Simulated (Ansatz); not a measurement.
Geometry optimisation, RKS B3LYP-D4/def2-SVP (Ansatz 0.2.0).

Input:

```yaml
crystal:
  periodic: [false, false, false]
  atoms:
    - { symbol: Zr, position_ang: [0.083474, -0.131651, -0.055315] }
    - { symbol: Cl, position_ang: [0.197331, -0.103021, 2.42783] }
    - { symbol: O, position_ang: [1.868881, -0.306295, -0.612403] }
    - { symbol: H, position_ang: [2.755357, -0.46295, -0.951047] }
    - { symbol: Cl, position_ang: [-0.679007, 1.882413, -0.996691] }
    - { symbol: Cl, position_ang: [-1.012447, -2.016645, -0.930496] }
    - { symbol: F, position_ang: [-2.763024, 0.108816, 1.31789] }
    - { symbol: H, position_ang: [-2.346964, 0.077233, 2.146932] }
basis:
  gaussian: { orbitals: def2-SVP }
hamiltonian:
  xc: b3lyp
  dispersion: d4
relax:
  f_tol: 0.03
  max_steps: 50
```

Run as:

```bash
$ ansatz run input.yaml --threads 4 --pin off --max-ram 5120MiB --backend cpu --events-out ev --progress --plain --runs-dir out
```

Where does it end, and by what steps?

The run converged. After 8 steps the energy has fallen by 0.304 eV; F7 moved furthest, 0.50 Å. Joined: Zr1–F7 (3.17 → 2.42 Å).

| step | energy less start (eV) | largest force component (eV/Å) | accepted |
| --- | --- | --- | --- |
| 0 | 0.0000 | 1.169 | yes |
| 1 | -0.1130 | 0.817 | yes |
| 2 | -0.2347 | 0.382 | yes |
| 3 | -0.2758 | 0.401 | yes |
| 4 | -0.2987 | 0.068 | yes |
| 5 | -0.3002 | 0.194 | yes |
| 6 | -0.3027 | 0.101 | yes |
| 7 | -0.3021 | 0.097 | no |
| 8 | -0.3041 | 0.026 | yes |

```xyz
8
Properties=species:S:1:pos:R:3
Zr -0.150 -0.131 0.024
Cl 0.150 -0.117 2.447
O 1.655 -0.304 -0.486
H 2.571 -0.393 -0.765
Cl -0.754 1.907 -1.005
Cl -1.115 -2.056 -0.945
F -2.311 0.080 1.099
H -1.942 0.063 1.977
```

Whether the end is a true minimum wasn't checked by a vibrational analysis.

Time of the run: 23 s on 4 threads of Arm Neoverse V2, with other jobs on the host, peak memory 0.34 GiB.
